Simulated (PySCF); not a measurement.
Isomers of CH6Si2. Gas-phase values, no solvent. Strings in code marks are SMILES.

The dipole moment from two functionals at the same geometries (B3LYP-D3(BJ)/def2-TZVP), both in PySCF: PBE-D3(BJ)/def2-TZVP and ωB97X-D3(BJ)/def2-TZVP. 

| species | PBE-D3(BJ)/def2-TZVP (D) |
|---|---|
| `C1[SiH2][SiH2]1` | 0.51 |
| `[SiH3][SiH]=C` | 0.59 |
| `C[SiH]=[SiH2]` | 1.41 |
| `[SiH2]=C[SiH3]` | 1.58 |

What does ωB97X-D3(BJ)/def2-TZVP give for each?


- `C1[SiH2][SiH2]1`: 0.36
- `[SiH3][SiH]=C`: 0.89
- `C[SiH]=[SiH2]`: 1.38
- `[SiH2]=C[SiH3]`: 1.97
Over these rows, drawn at random from the members with no instability flagged (it was tested for open shells, ions and some series alone), PBE minus ωB97X-D3(BJ): mean -0.13 D, from -0.40 D to +0.15 D.
